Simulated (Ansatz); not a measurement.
The same atomization along the group F, Cl, Br.

Gas-phase electronic energies from Ansatz, PBE0-D4/def2-TZVP geometries. CBS: MP2 limit from def2 TZ/QZ plus the TZ coupled-cluster correction, frozen cores. This one scheme is used for every species, atoms too. Functionals use def2-TZVPP. No spin–orbit coupling; open shells (•) take unrestricted orbitals. Spin–orbit coupling would lower the free atoms: a little for Cl, F, O; clearly for Br, Ga. Bonds to Br, Ga are less sure, by a few kJ/mol each and by 10 to 20 or more in all where they break to atoms, as the def2 sets lack core-valence functions. Scalar relativity is left out up to krypton. One conformer a species, not always the lowest.

```csv
reaction,ωB97M-V (kJ/mol),CCSD/CBS(def2) (kJ/mol)
`[OH][Ga]([OH])[F]` → F• + Ga• + 2 H• + 2 O•,2124,2115
`[OH][Ga]([OH])[Cl]` → Cl• + Ga• + 2 H• + 2 O•,2025,2009
`[OH][Ga]([OH])[Br]` → Br• + Ga• + 2 H• + 2 O•,1973,1971
```

Task: Give the CCSD(T)/CBS values in the same order. (An estimate is asked.)

Result: Computed: 2160, 2053, 2015 kJ/mol.

Largest T1 diagnostic: 0.014, for `[OH][Ga]([OH])[F]`.

For atomizations the MP2-based limit and the directly extrapolated one differ by several kJ/mol either way, and by 10 to 25 for some Ge, Se and Sn compounds, so smaller differences from it don't rank the levels.
